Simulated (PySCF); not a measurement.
Work out the structure from these simulated measurements.

Formula: C6H11FSSi2.

- Dipole: 2.37 D [PBE0/pcSseg-1]
- 1H NMR: chemical shifts (computed TMS as zero) by class: 5.12 (1 H), 4.83 (1 H), 4.70 (3 H), 2.15 (3 H), 1.26 (1 H), 0.96 (1 H), 0.21 (1 H) ppm [GIAO PBE0/pcSseg-1]
- Rotational structure: rotational constants A, B, C: 0.900, 0.547, 0.385 GHz [GFN2-xTB]
- NMR, other nuclei: isotropic shieldings of nuclei other than C and H, by class: 402 (1 F), 378 (1 Si), 409 (1 Si), 796 (1 S) ppm [GIAO PBE0/pcSseg-1]
- 13C NMR: chemical shifts (computed TMS as zero) by class: 117.8 (1 C), 83.4 (1 C), 74.7 (1 C), 13.4 (1 C), 8.8 (1 C), 5.8 (1 C) ppm [GIAO PBE0/pcSseg-1]

Electronic properties: PySCF, gas phase, density fitting. Levels stand in brackets. One conformer (not necessarily the lowest) at the GFN2-xTB geometry, without solvent, vibrations or thermal averaging. NMR classes are plain means over equivalent atoms (diastereotopic ones count apart unless rotation or inversion swaps them), as if these changed places fast.

Task: What is the compound? Reason from the data.

Result: Numbering: `[CH3:1][C:2]#[C:3][Si@@H:4]([S:5][SiH3:6])[C@H:7]1[CH2:8][C@H:9]1[F:10]`. Its formula, C6H11FSSi2, gives 3 degrees of unsaturation: 1 ring and 2 π bonds in the structure found. 6 carbons fall into 6 classes; from least to most shielded: alkyne carbon [C2] (117.8 ppm), alkyne carbon [C3] (83.4 ppm), sp3 C–F carbon [C9] (74.7 ppm), three-membered-ring carbon [C8] (13.4 ppm), ring sp3 carbon bound to silicon [C7] (8.8 ppm), propargylic carbon [C1] (5.8 ppm). Hydrogen classes from least to most shielded: 1 H on an SiH silicon, Si4 (5.12 ppm), 1 H on an sp3 C–F carbon, C9 (4.83 ppm), 3 H on an SiH3 silicon, Si6 (4.70 ppm), 3 H on a propargylic carbon, C1 (2.15 ppm), 1 H on a three-membered-ring carbon, C8 (1.26 ppm), 1 H on a three-membered-ring carbon, C8 (0.96 ppm), 1 H on an sp3 carbon bound to silicon, C7 (0.21 ppm). The other shieldings belong to: 402 ppm, alkyl fluorine [F10]; 378 ppm, SiH silicon [Si4]; 409 ppm, SiH3 silicon [Si6]; 796 ppm, sulfur bonded to 2 Si [S5]. The optimised geometry has point group C1 and is an asymmetric top. Structure: `CC#C[Si@@H](S[SiH3])[C@H]1C[C@H]1F`. Computed isomers that give other values at the same levels: `C#CCSC[Si]1(F)C[SiH2]C1` (13C chemical shifts (computed TMS as zero) by class: 83.8 (1 C), 80.3 (1 C), 29.0 (1 C), 23.8 (1 C), 7.1 (2 C) ppm). The assignments are read from this structure; whether some other isomer fits the data as well wasn't checked. The mirror image fits equally.

Shape of the structure used: `[CH3:1][C:2]#[C:3][Si@@H:4]([S:5][SiH3:6])[C@H:7]1[CH2:8][C@H:9]1[F:10]`: C3–Si4–S5–Si6 -57°, C3–Si4–C7–C8 19°.
